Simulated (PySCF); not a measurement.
What does the PBE0-D3(BJ)/def2-SVP structure of `[BH3-]C(=C)C` look like in three dimensions? (Charge -1.)

Z-matrix in Å and degrees, rows numbered from 1:
```
B 
C   1  1.6178
C   2  1.3466  1  125.78
C   2  1.5081  1  116.31  3   179.99
H   1  1.2535  2  109.10  3  -121.69
H   1  1.2462  2  111.99  3     0.06
H   1  1.2535  2  109.08  3   121.81
H   3  1.1033  2  122.70  1   179.98
H   3  1.0966  2  120.87  1    -0.02
H   4  1.1072  2  113.83  1   179.98
H   4  1.1048  2  110.30  1   -57.99
H   4  1.1047  2  110.30  1    57.94
```

The 2 C–C bonds span 1.347 Å (C2=C3, drawn double) to 1.508 Å (C2–C4, drawn single), a spread of 0.161 Å. The 4 heavy atoms lie in one plane (0.000 Å rms). Of the pairs four or more bonds apart, H8···H10 is among the closest relative to their van der Waals radii: 2.34 Å, 97 % of the sum of Bondi's values. C3 (terminal =CH2 carbon) is planar (angles 122.7°, 120.9° and 116.4°, sum 360.0°, 0.00 Å off the plane of its three neighbours).

Computed, not measured: PySCF, PBE0-D3(BJ)/def2-SVP geometry optimisation, gas phase.

Point group: Cs (tolerance 0.08 Å). PBE0-D3(BJ)/def2-SVP frequencies: not computed here. The geometry's basis has no diffuse functions, a weakness for an anion.
